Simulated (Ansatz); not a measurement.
## Abstraction of Cl: CBrCl3 + CHClI → CBrCl2 + CHCl2I

Species: CBrCl3 `ClC(Cl)(Cl)Br`, singlet; CHClI `Cl[CH]I`, doublet; CBrCl2 `Cl[C](Cl)Br`, doublet; CHCl2I `ClC(Cl)I`, singlet. A radical takes Cl: the energy is the difference in strength between two C–Cl bonds in different surroundings.

Shapes, held fixed at every level: PBE0-D4/def2-TZVP. Programs: Ansatz 0.2.0. The zero-point and thermal change to 298 K, harmonic and unscaled (PBE0-D4/def2-TZVP), is +4.4 kJ/mol.

Q: Estimate ΔH(298 K) of this reaction.

A: The highest level, CCSD(T)/def2-TZVPP, gives ΔH(298 K) = -23.2 kJ/mol; the levels span -31.2 to -21.1. The column of differences is taken from that level and isn't an error. No measured value is set beside it here. Open shells run unrestricted. For atoms past krypton def2 sets carry core potentials with scalar relativity. Relativity is left out for Br. Outer-core shells of Br, I are correlated in most correlated rows, in sets that cover them unevenly.

```tsv
level	kind	ΔH(298 K) (kJ/mol)	less CCSD(T)/def2-TZVPP
HF/def2-TZVPP	Hartree–Fock	-31.2	-8.0
r2SCAN-D4/def2-TZVPP	meta-GGA	-26.5	-3.3
B3LYP-D4/def2-TZVPP	global hybrid	-28.4	-5.2
BHLYP-D4/def2-TZVPP	global hybrid	-29.0	-5.8
r2SCAN0-D4/def2-TZVPP	global hybrid	-27.5	-4.3
B2PLYP/def2-TZVPP	double hybrid	-27.5	-4.3
CCSD(T)/def2-SVP	coupled cluster or CI	-21.1	+2.1
CCSD(T)/def2-TZVPP	coupled cluster or CI	-23.2	0.0
```
